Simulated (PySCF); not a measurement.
**TDDFT excited states: C4H12Si3**

Compound: C4H12Si3.
InChI=1S/C4H12Si3/c1-3-4(2)6-7-5-3/h4H,1,5-7H2,2H3/t4-/m0/s1

Method used: TDDFT CAM-B3LYP/def2-SVPD, vertical, gas phase, core orbitals frozen in the response in PySCF. Geometry: GFN2-xTB, one conformer, isolated molecule.

**Question.** List the vertical singlet excitations with oscillator strengths and describe the spectrum.

**Answer.** 

```tsv
state	E (eV)	E (hartree)	f	main configurations (H = HOMO, L = LUMO)
S1	5.67	0.2083	0.043	H→L (73%), H-1→L (18%)
S2	6.18	0.2269	0.045	H-1→L (59%), H→L (17%), H-2→L (16%)
S3	6.24	0.2295	0.062	H→L+1 (91%)
S4	6.58	0.2417	0.128	H-2→L (44%), H-3→L (12%), H-1→L (11%)
S5	6.72	0.2468	0.110	H-1→L+1 (75%)
S6	6.88	0.2527	0.102	H→L+2 (47%), H-2→L (20%), H→L+4 (10%)
S7	7.02	0.2580	0.042	H→L+3 (58%), H-3→L (18%)
S8	7.10	0.2607	0.100	H-3→L (32%), H→L+2 (20%), H→L+3 (18%)
```

Triplets, Tamm–Dancoff:

```json
{"state": "T1", "E (eV)": "4.10", "λ (nm)": "302.4", "main configurations (H = HOMO, L = LUMO)": "H→L (53%), H→L+4 (14%)"}
{"state": "T2", "E (eV)": "5.40", "λ (nm)": "229.6", "main configurations (H = HOMO, L = LUMO)": "H-1→L (56%), H→L (18%)"}
{"state": "T3", "E (eV)": "5.56", "λ (nm)": "223.1", "main configurations (H = HOMO, L = LUMO)": "H→L+1 (50%), H-1→L+1 (28%)"}
```

The lowest singlet lies at 5.67 eV (219 nm, ultraviolet) and is of moderate strength; its leading configuration is HOMO→LUMO (73%). The strongest level in the table is S4 at 6.58 eV (189 nm, f = 0.128). Löwdin shares by element: HOMO carbon 59% or more, silicon 11% or more (atoms not listed hold the other 30%); LUMO silicon 33% or more, carbon 26% or more (atoms not listed hold the other 41%). The listed states span 1.43 eV, and the widest gap between neighbours is 0.51 eV (S1 to S2). The oscillator strengths of these states sum to 0.632; summed over the whole spectrum of an exact calculation they would give the number of electrons, 78 (Thomas–Reiche–Kuhn). Of the 8 states listed, 8 reach f = 0.01 and none stays under 0.0005. Only the lowest 8 singlets were computed, as vertical energies without vibronic structure.

Time: 2.3 min (with the writing of density and orbital grids); peak memory 1.2 GiB. Hardware: one thread, Arm Neoverse N1 (aarch64), no GPU, shared host with 64 logical CPUs at a one-minute load of 59.
